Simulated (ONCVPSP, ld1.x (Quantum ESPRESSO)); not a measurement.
**Hardness and transferability of assorted potentials**

Generated with ld1.x 7.5 (TM, RRKJ, ultrasoft, PAW), atompaw 4.2 or ONCVPSP 4.0.1. The cutoff is in Ry: for ld1.x and atompaw files where the sum of valence levels is converged to 10 mRy in a Bessel basis, for ONCV files where the hardest occupied wave has 1 mHa per electron of residual kinetic energy. The error is the largest all-electron minus pseudo excitation energy over each file’s own four to seven test configurations (ionisations up to +4, promotions, holes and added fractions of an electron), all of which were solved. The labels leave out finer settings (local radius, basis sizes, second energies), which also bear on the numbers. Spin-polarised tests are not counted. The rows are a selection from randomly drawn settings: files with unsolved tests, undetermined cutoffs or missed reference levels are left out.

A true bound ghost makes a file unfit for plane-wave use even where its test errors are small: the radial tests pick states by their node count and pass the ghost by.

| element | potential | cutoff (Ry) | largest error (meV) | bound ghosts |
| --- | --- | --- | --- | --- |
| Rh | TM, PBE, scalar-relativistic, rc 2.85/1.05/1.45 (spd), local smoothed, core correction no, reference 4p6 4d8 5s0.5 5p0 | 140 | -154 | s |
| Sb | ONCV, PBE, scalar-relativistic, rc 1.70/1.80/1.05 (spd), local smoothed, core correction no, reference 4d10 5s1.5 5p3.5, qcut 3.6/5.2/10.1, projectors 3/2/2 | 93 | -278 | s, p |
| Xe | TM, LDA (PZ), scalar-relativistic, rc 1.45/1.50/1.35 (spd), local smoothed, core correction yes, reference 5s2 5p5.5 | 70 | +112 | d |
| Nd | ONCV, PBE, fully relativistic, rc 2.40/2.10/2.10 (spd), local d, core correction yes, reference 5s2 5p6 5d2 6s1, qcut 4.6/6.4/4.9, projectors 2/3/0 | 31 | -32 | none |
| Pm | ONCV, revPBE, fully relativistic, rc 2.70/1.75/3.45 (spd), local smoothed, core correction yes, reference 5s2 5p6 5d1 6s1, qcut 5.3/4.7/5.2, projectors 2/2/2 | 122 | -57 | none |

(1) Fill in the row for Pt: TM semilocal, PW91, scalar-relativistic, rc 2.05/3.50/1.80 (spd), local s, core correction yes, reference 5d9 6s0 6p1.

(2) Fill in the row for Au: TM, LDA (PZ), fully relativistic, rc 2.05/3.40/2.05 (spd), local smoothed, core correction yes, reference 5d9 6s2 6p0.

(3) Fill in the row for I: TM semilocal, PBE, scalar-relativistic, rc 1.40/1.80 (sp), local s, core correction no, reference 5s2 5p5.

## Answers

(1) cutoff 40 Ry, largest error -551 meV, bound ghosts: none.

(2) cutoff 45 Ry, largest error -303 meV, bound ghosts: none.

(3) cutoff 70 Ry, largest error -19 meV, bound ghosts: none.
